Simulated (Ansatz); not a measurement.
System: InH3, charge -1, multiplicity 2. SMILES of the parent species: [InH3]
Geometry from a B3LYP-D3(BJ)/def2-TZVP (Ansatz, an electronic-structure program) optimisation:
```
In
H 1 1.7977
H 1 1.7977 2 110.67
H 1 1.7977 2 110.67 3 123.06
```
Charge -1, spin multiplicity 2.

Parts of the frozen-core correlation energy in def2-SVP (Ansatz, hartree). Frozen orbitals: 9; correlated occupied orbitals by spin: 4 and 3; virtual: 28 and 29. UHF or UKS for open shells. No spin-orbit coupling. Past Kr the def2 sets carry scalar-relativistic core potentials.

```tsv
term	value
reference (HF)	-190.90334
MP2 opposite-spin	-0.06976
MP2 same-spin	-0.00706
CCSD correlation	-0.10068
(T)	-0.00163
CCSDT minus CCSD(T)	-0.00055
CCSDT(Q) minus CCSD(T)	-0.00058
T1 diagnostic	0.013
largest doubles amplitude	0.039
<S^2> of the reference	0.754
```
